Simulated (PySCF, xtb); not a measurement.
Si(H)(Me) (CH4Si), SMILES C[SiH] (connectivity only; charge and spin as stated), neutral, multiplicity 1.

Harmonic wavenumbers (cm⁻¹) from GFN2-xTB run with xtb at its own minimum, in rising order: 158, 653, 702, 709, 877, 1372, 1490, 1506, 1959, 2982, 2982, 3012.

Problem. What does B3LYP-D3(BJ)/def2-TZVP (PySCF 2.14.0) give at its own minimum? (The exact figures need the calculation; the answer reports its results.)

Solution. 144, 563, 629, 664, 946, 1252, 1432, 1448, 1996, 2995, 3047, 3106. Paired by order, the mean absolute difference is 61 cm⁻¹ and the zero-point energies are 26.3 and 26.1 kcal/mol.
